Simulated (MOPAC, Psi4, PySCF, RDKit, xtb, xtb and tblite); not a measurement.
Two geometries of SMILES c1cc(O[SiH3])c(cc1)OC (C7H10O2Si), relaxed at GFN2-xTB with one dihedral held; other torsions can differ between them too.

Structure A

```
20

C     -0.6106     2.8147    -1.1387
O      0.2337     1.8390    -0.5606
C     -0.3858     0.7042    -0.0917
C     -0.0168    -0.5163    -0.6419
C     -0.5660    -1.6999    -0.1839
C     -1.5129    -1.6705     0.8237
C     -1.8963    -0.4623     1.3761
C     -1.3433     0.7320     0.9356
O     -1.6920     1.9214     1.4703
Si    -2.6274     2.3735     2.7198
H     -1.3139     3.2296    -0.4125
H      0.0509     3.6023    -1.4953
H     -1.1687     2.3953    -1.9832
H      0.7241    -0.5135    -1.4263
H     -0.2617    -2.6390    -0.6198
H     -1.9544    -2.5866     1.1856
H     -2.6290    -0.4250     2.1684
H     -4.0216     1.9823     2.4932
H     -2.1556     1.7788     3.9704
H     -2.4263     3.8116     2.6401
```

Structure B

```
20

C     -3.0734    -0.2973     3.3768
O     -2.5337     0.5295     2.3741
C     -1.8057    -0.0566     1.3738
C     -2.0069    -1.3416     0.8990
C     -1.2463    -1.8225    -0.1559
C     -0.2912    -1.0179    -0.7461
C     -0.0885     0.2709    -0.2821
C     -0.8375     0.7649     0.7761
O     -0.6181     2.0110     1.2159
Si    -1.2307     2.8340     2.4866
H     -2.3396    -1.0279     3.7300
H     -3.3525     0.3659     4.1941
H     -3.9658    -0.8227     3.0210
H     -2.7540    -1.9748     1.3526
H     -1.4111    -2.8273    -0.5135
H      0.3004    -1.3895    -1.5685
H      0.6557     0.9131    -0.7267
H     -2.6502     3.1354     2.3409
H     -0.9280     2.2006     3.7708
H     -0.4137     4.0321     2.3106
```

**Question.** Which is lower in energy at the level B3LYP-D3(BJ)/def2-SVP // GFN2-xTB in Psi4, and by how much?

**Answer.** B is lower, by 4.26 kcal/mol (dihedral C1–O2–C3–C4: 120° in A, 30° in B).

E(B) − E(A) in kcal/mol at the other levels, on the same two geometries: GFN2-xTB (xtb and tblite) -5.40; MMFF94 // GFN2-xTB (RDKit) 6.46; B3LYP/def2-SVP // GFN2-xTB (Psi4) -3.66; PBE/def2-SVP // GFN2-xTB (Psi4) -4.37; PBE-D3(BJ)/def2-SVP // GFN2-xTB (Psi4) -4.69; UFF // GFN2-xTB (RDKit) 6.54; PM7, restricted, heats of formation // GFN2-xTB (MOPAC) -1.67; AM1, restricted, heats of formation // GFN2-xTB (MOPAC) -2.42; GFN1-xTB // GFN2-xTB (xtb) -10.03; restricted B3LYP/6-31G*, spherical d, density fitting // GFN2-xTB (PySCF) -3.45; restricted MP2 (frozen core)/3-21G // GFN2-xTB (PySCF) -6.14; restricted Hartree-Fock/STO-3G // GFN2-xTB (PySCF) -3.27.
